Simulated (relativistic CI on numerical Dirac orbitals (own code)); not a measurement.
# Level scheme of Zr36+

These numbers are calculated, not measured: Dirac-Coulomb-Breit CI, KLI orbitals optimised for each configuration, QED by a radiative potential, unscaled Slater integrals (own radial code, finite nucleus).

CI space (outside the closed core 1s2): 2s2, 2s 2p, 2p2, 2p 3s, 2p 3p, 2s 3s, 2s 3p, 2s 3d, 2s 4s, 2s 4p, 2s 4d, 2s 4f, 2s 5s, 3s2, 2s 5p, 2s 5d, 2s 5f, 2s 5g, 3s 3p, 3p2. Levels of other configurations are missing.

| No. | Configuration | Term | J | E (eV) | % | Next component (%) | Lifetime (s) | jj configuration (%) |
| --- | --- | --- | --- | --- | --- | --- | --- | --- |
| 1 | 2s2 | 1S | 0 | 0.00 | 97 | 3 2p2 1S |  | closed (97) |
| 2 | 2s 2p | 3P° | 0 | 71.06 | 100 |  |  | 2s 2p1/2 (100) |
| 3 | 2s 2p | 3P° | 1 | 84.55 | 86 | 14 1P° | 1.47e-09 | 2s 2p1/2 (95) |
| 4 | 2s 2p | 3P° | 2 | 170.41 | 100 |  | 2.63e-07 | 2s 2p3/2 (100) |
| 5 | 2p2 | 3P | 0 | 204.44 | 78 | 20 1S | 4.06e-11 | 2p1/2^2 (96) |
| 6 | 2s 2p | 1P° | 1 | 220.42 | 86 | 14 3P° | 1.03e-11 | 2s 2p3/2 (95) |
| 7 | 2p2 | 3P | 1 | 285.42 | 100 |  | 1.37e-11 | 2p1/2 2p3/2 (100) |
| 8 | 2p2 | 1D | 2 | 297.23 | 56 | 44 3P | 1.87e-11 | 2p1/2 2p3/2 (99) |
| 9 | 2p2 | 3P | 2 | 392.39 | 56 | 44 1D | 9.96e-12 | 2p3/2^2 (99) |
| 10 | 2p2 | 1S | 0 | 430.59 | 77 | 21 3P | 5.97e-12 | 2p3/2^2 (97) |
| 11 | 2s 3s | 3S | 1 | 2814.57 | 99 | 1 2p 3p 3S | 4.34e-14 | 2s 3s (99) |
| 12 | 2s 3s | 1S | 0 | 2829.11 | 98 | 2 2p 3p 1S | 9.11e-14 | 2s 3s (98) |
| 13 | 2s 3p | 3P° | 0 | 2849.74 | 100 |  | 8.75e-12 | 2s 3p1/2 (100) |
| 14 | 2s 3p | 3P° | 1 | 2850.36 | 68 | 31 1P° | 3.43e-14 | 2s 3p1/2 (99) |
| 15 | 2s 3p | 1P° | 1 | 2876.93 | 57 | 30 3P° | 1.93e-14 | 2s 3p3/2 (87) |
| 16 | 2s 3p | 3P° | 2 | 2878.83 | 100 |  | 1.14e-11 | 2s 3p3/2 (100) |
| 17 | 2s 3d | 3D | 1 | 2894.89 | 95 | 4 2p 3p 3D | 6.21e-15 | 2s 3d3/2 (95) |
| 18 | 2s 3d | 3D | 2 | 2898.04 | 93 | 6 1D | 6.87e-15 | 2s 3d3/2 (81) |
| 19 | 2s 3d | 3D | 3 | 2904.65 | 100 |  | 7.26e-15 | 2s 3d5/2 (100) |
| 20 | 2p 3s | 3P° | 0 | 2905.23 | 100 |  | 8.19e-14 | 2p1/2 3s (100) |
| 21 | 2p 3s | 3P° | 1 | 2911.46 | 65 | 22 1P° | 4.64e-14 | 2p1/2 3s (87) |
| 22 | 2s 3d | 1D | 2 | 2915.76 | 93 | 6 3D | 8.72e-15 | 2s 3d5/2 (80) |
| 23 | 2p 3p | 3D | 1 | 2928.50 | 69 | 23 1P | 4.54e-14 | 2p1/2 3p1/2 (95) |
| 24 | 2p 3p | 3P | 0 | 2949.21 | 74 | 24 1S | 2.02e-14 | 2p1/2 3p1/2 (98) |
| 25 | 2p 3p | 3P | 1 | 2964.84 | 43 | 31 3S | 2.57e-14 | 2p1/2 3p3/2 (99) |
| 26 | 2p 3p | 3D | 2 | 2965.91 | 61 | 23 1D | 2.53e-14 | 2p1/2 3p3/2 (96) |
| 27 | 2p 3s | 3P° | 2 | 3006.64 | 100 |  | 8.69e-14 | 2p3/2 3s (100) |
| 28 | 2p 3s | 1P° | 1 | 3013.28 | 70 | 29 3P° | 4.83e-14 | 2p3/2 3s (98) |
| 29 | 2p 3p | 3P | 1 | 3037.48 | 56 | 17 3S | 2.22e-14 | 2p3/2 3p1/2 (98) |
| 30 | 2p 3p | 3D | 2 | 3039.90 | 37 | 33 1D | 2.07e-14 | 2p3/2 3p1/2 (97) |
| 31 | 2p 3p | 3D | 3 | 3058.83 | 100 |  | 2.87e-14 | 2p3/2 3p3/2 (100) |
| 32 | 2p 3p | 3S | 1 | 3059.56 | 48 | 46 1P | 2.49e-14 | 2p3/2 3p3/2 (98) |
| 33 | 2p 3p | 3P | 2 | 3074.63 | 57 | 43 1D | 2.10e-14 | 2p3/2 3p3/2 (99) |
| 34 | 2p 3p | 1S | 0 | 3089.33 | 74 | 25 3P | 2.14e-14 | 2p3/2 3p3/2 (98) |
| 35 | 2s 4s | 3S | 1 | 3783.51 | 100 |  | 8.54e-14 | 2s 4s (100) |
| 36 | 2s 4s | 1S | 0 | 3788.93 | 100 |  | 8.48e-14 | 2s 4s (100) |
| 37 | 2s 4p | 3P° | 0 | 3796.94 | 100 |  | 1.47e-13 | 2s 4p1/2 (100) |
| 38 | 2s 4p | 3P° | 1 | 3797.44 | 73 | 27 1P° | 5.54e-14 | 2s 4p1/2 (100) |
| 39 | 2s 4p | 3P° | 2 | 3809.05 | 100 |  | 1.64e-13 | 2s 4p3/2 (100) |
| 40 | 2s 4p | 1P° | 1 | 3810.43 | 73 | 27 3P° | 2.87e-14 | 2s 4p3/2 (100) |
| 41 | 2s 4d | 3D | 1 | 3816.33 | 100 |  | 1.73e-14 | 2s 4d3/2 (100) |
| 42 | 2s 4d | 3D | 2 | 3817.14 | 91 | 9 1D | 1.73e-14 | 2s 4d3/2 (87) |
| 43 | 2s 4d | 3D | 3 | 3819.94 | 100 |  | 1.78e-14 | 2s 4d5/2 (100) |
| 44 | 2s 4d | 1D | 2 | 3823.52 | 91 | 9 3D | 1.78e-14 | 2s 4d5/2 (87) |
| 45 | 2s 4f | 3F° | 2 | 3824.57 | 100 |  | 3.74e-14 | 2s 4f5/2 (100) |

Energies count from the lowest computed level; ° marks odd parity; lifetimes are radiative, by E1, M1, E2, M2 decay to levels of this space only; some are left blank where a channel outside the calculation adds to the decay or the decay crosses a small, uncertain gap. Filled j subshells are mostly left out of the jj labels.

The mean weight of the leading LS term, summed over parents, in these 45 levels is 83 %, and that of the leading jj configuration (from the same eigenvectors) 97 %, so jj coupling describes them better and the LS labels are nominal.

At this charge energies of transitions that change n are usually good to better than 1 %, and those within a shell (Δn = 0) to a few per cent.

LS names give the leading component of a level, which can be under half, so a name can repeat, a term be missing and a line seem to break the LS rules.
